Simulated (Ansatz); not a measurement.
Program: Ansatz. Geometries: PBE0-D4/def2-TZVP. ΔE: electronic, gas phase. CBS: MP2 limit from def2 TZ/QZ plus the TZ coupled-cluster correction, frozen cores. This one scheme is used for every species. Functionals use def2-TZVPP. B3LYP here is the variant with VWN-RPA as its local correlation; programs differ in this. HSE06 is defined as in plane-wave codes. Triplets are unrestricted, without spin–orbit coupling. Each species was taken in one conformer, which may not be the lowest.

Reaction (formal loss of a carbene): `BCCB` → `BCB` + `[CH2]` (triplet)

```json
{"level": "PBE-D4", "ΔE (kcal/mol)": "105.9", "difference from CCSD(T)/CBS": "4.9"}
{"level": "BLYP-D4", "ΔE (kcal/mol)": "96.9", "difference from CCSD(T)/CBS": "-4.1"}
{"level": "PBE0-D4", "ΔE (kcal/mol)": "102.6", "difference from CCSD(T)/CBS": "1.6"}
{"level": "revPBE", "ΔE (kcal/mol)": "95.7", "difference from CCSD(T)/CBS": "-5.3"}
{"level": "BLYP", "ΔE (kcal/mol)": "92.6", "difference from CCSD(T)/CBS": "-8.4"}
{"level": "r2SCAN", "ΔE (kcal/mol)": "96.7", "difference from CCSD(T)/CBS": "-4.3"}
{"level": "PBE0", "ΔE (kcal/mol)": "101.0", "difference from CCSD(T)/CBS": "0.0"}
{"level": "B3LYP", "ΔE (kcal/mol)": "93.4", "difference from CCSD(T)/CBS": "-7.6"}
{"level": "HSE06", "ΔE (kcal/mol)": "101.3", "difference from CCSD(T)/CBS": "0.3"}
{"level": "LC-ωPBE", "ΔE (kcal/mol)": "99.3", "difference from CCSD(T)/CBS": "-1.7"}
{"level": "RPA@PBE/def2-TZVPP", "ΔE (kcal/mol)": "95.3", "difference from CCSD(T)/CBS": "-5.7"}
{"level": "CCSD/def2-SVP", "ΔE (kcal/mol)": "91.9", "difference from CCSD(T)/CBS": "-9.1"}
{"level": "CCSD(T)/def2-SVP", "ΔE (kcal/mol)": "95.5", "difference from CCSD(T)/CBS": "-5.5"}
{"level": "MP2/def2-TZVPP", "ΔE (kcal/mol)": "103.5", "difference from CCSD(T)/CBS": "2.5"}
{"level": "MP2/CBS(def2)", "ΔE (kcal/mol)": "106.4", "difference from CCSD(T)/CBS": "5.4"}
{"level": "CCSD/CBS(def2)", "ΔE (kcal/mol)": "96.4", "difference from CCSD(T)/CBS": "-4.6"}
{"level": "CCSD(T)/CBS", "ΔE (kcal/mol)": "101.0", "difference from CCSD(T)/CBS": "0"}
```

Largest T1 diagnostic among the species: 0.011.

Leaving LDA and LC-ωPBE aside and taking each functional with its dispersion term where it has one, the values, not all of them listed here, spread over 14.2 kcal/mol, from BHLYP-D4 to PBE-D4. LDA lies +23.6 kcal/mol from PBE without D4. From BLYP to BHLYP (50 % exact exchange), in def2-TZVPP and without D4, ΔE moves by −2.9 kcal/mol. In def2-TZVPP, CCSD(T) changes the Hartree–Fock value by +44.5 kcal/mol (the triples alone add +4.6 kcal/mol) and MP2 by +49.8 kcal/mol.
